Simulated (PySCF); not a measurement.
**How methods differ on the ionisation energy of Tc⁺**

Tc⁺ [Kr] 4d5 5s1 (7S) → Tc²⁺ [Kr] 4d5 (6S), as a difference of total energies. Computed with PySCF 2.14 in aug-cc-pVDZ-PP with ECP28MDF (5s5p4d2f, 54 functions), with a scalar-relativistic core potential. Correlated levels: valence: 4s2 4p6 frozen. The calculations carry no spin-orbit coupling.

| method | ionisation energy (eV) | difference from reference (eV) |
| --- | --- | --- |
| UHF | 14.215 | -1.045 |
| M06-2X | 15.037 | -0.223 |
| r2SCAN | 15.582 | +0.322 |
| MP2 (valence) | 14.736 | -0.524 |
| SCS-MP2 (valence) | 14.389 | -0.871 |

Reference: 15.26 eV (semi-empirical (NIST evaluation); NIST Atomic Spectra Database, ionization energies).

Errors of the correlated levels include the incompleteness of this basis and the frozen core.
